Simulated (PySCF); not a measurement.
Compound: CH₉OPSi₂.
Structure used (PBE0-D3(BJ)/def2-SVP), in Å, numbered top down from 1:
```xyz
14
CH9OPSi2 angstrom
C     -1.467   -1.218    0.808
Si    -0.233    0.138    0.445
P     -0.974    1.316   -1.347
O      1.251   -0.510    0.058
Si     2.104   -1.222   -1.173
H     -1.111   -1.852    1.635
H     -2.442   -0.794    1.097
H     -1.619   -1.857   -0.076
H     -0.032    0.994    1.650
H     -0.106    2.426   -1.111
H     -2.057    1.885   -0.607
H      2.124   -0.332   -2.374
H      3.498   -1.454   -0.703
H      1.486   -2.529   -1.551
```

The closed-shell ground state was solved at several levels (PySCF, density fitting, gas phase, non-relativistic).

```csv
level,basis functions,HOMO (eV),LUMO (eV),gap (eV),dipole (D)
LDA/def2-SVPD,187,-6.33,-1.20,5.13,0.93
HF/def2-SVPD,187,-9.90,2.28,12.18,0.90
PBE0/aug-cc-pVDZ,208,-7.35,-0.37,6.98,0.94
PBE0/def2-TZVPD,287,-7.38,-0.32,7.06,0.93
LC-wPBE/def2-SVPD,187,-9.95,1.82,11.77,0.94
CAM-B3LYP/def2-SVPD,187,-8.62,0.73,9.35,0.88
PBE0/def2-SVP,127,-7.31,0.27,7.58,0.96
PBE0/def2-TZVP,227,-7.36,-0.14,7.22,0.94
BHandHLYP/def2-SVPD,187,-8.35,0.59,8.94,0.87
PBE0/def2-SVPD,187,-7.36,-0.16,7.20,0.92
PBE/def2-SVPD,187,-6.25,-0.98,5.27,0.92
wB97X-D/def2-SVPD,187,-9.17,1.53,10.70,0.93
```

Q: What might B3LYP/def2-SVPD (187 basis functions) give for the same quantities?

A: HOMO -7.15 eV, LUMO -0.37 eV, gap 6.78 eV, dipole 0.87 D.

Q: Over all these levels, which gives the widest orbital gap and which the narrowest?

A: HF/def2-SVPD (Hartree–Fock, all exact exchange) has the widest, 12.18 eV, and LDA/def2-SVPD (LDA) the narrowest, 5.13 eV. The two share the basis. From the narrowest to the widest the HOMO moves by -3.57 eV and the LUMO by +3.48 eV.

Q: How much does the basis alone move the frontier levels among the 5 PBE0 rows?

A: The HOMO by 0.07 eV and the LUMO by 0.64 eV. By rising basis size (HOMO, LUMO in eV): def2-SVP -7.31, 0.27; def2-SVPD -7.36, -0.16; aug-cc-pVDZ -7.35, -0.37; def2-TZVP -7.36, -0.14; def2-TZVPD -7.38, -0.32.

Q: In the def2-SVPD basis, how does the gap go with the fixed share of exact exchange?

A: LDA (0 %) 5.13 eV; PBE (0 %) 5.27 eV; B3LYP (20 %) 6.78 eV; PBE0 (25 %) 7.20 eV; BHandHLYP (50 %) 8.94 eV; HF (100 %) 12.18 eV. Each rise in the share widens the gap here.

Q: How far do the dipole and the HOMO energy spread over the levels?

A: The dipole runs from 0.87 to 0.96 D (mean 0.92 D) and the HOMO from -9.95 to -6.25 eV.

One conformer stands for the species.
